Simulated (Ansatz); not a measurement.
Basis sets compared for Li₄H⁺ (the lowest singlet isomer of a short search). Charge 1, multiplicity 1. Geometry PBE0-D4/def2-TZVP. Ansatz on 4 threads of Arm Neoverse V2 on a shared host; times are rough, and most runs start from earlier orbitals.

Cartesian coordinates in Å:
```
Li -0.621 0.912 -1.105
Li 2.432 0.219 -0.365
Li -0.206 0.519 1.462
Li -0.285 -1.534 -0.189
H -1.320 -0.117 0.198
```

B3LYP takes the VWN-RPA correlation. The structure comes from a short search, and lower isomers may exist.

```
           level  functions  energy (Eh)  HOMO (eV)  LUMO (eV)  wall time
 PBE-D4/def2-SVP         41     -30.3672      -7.28      -5.75      0.3 s
  B3LYP-D4/6-31G         38     -30.5069      -7.83      -5.37      0.3 s
PBE0-D4/def2-SVP         41     -30.3889      -7.90      -5.14      0.3 s
```

Estimate the rows for PBE-D4/def2-TZVP (with forces), B3LYP-D4/def2-TZVP, PBE0-D4/def2-TZVP.


```json
{"level": "PBE-D4/def2-TZVP (with forces)", "functions": "62", "energy (Eh)": "-30.3890", "HOMO (eV)": "-7.44", "LUMO (eV)": "-5.89", "wall time": "0.6 s"}
{"level": "B3LYP-D4/def2-TZVP", "functions": "62", "energy (Eh)": "-30.5192", "HOMO (eV)": "-7.91", "LUMO (eV)": "-5.45", "wall time": "0.55 s"}
{"level": "PBE0-D4/def2-TZVP", "functions": "62", "energy (Eh)": "-30.4089", "HOMO (eV)": "-8.06", "LUMO (eV)": "-5.31", "wall time": "0.4 s"}
```
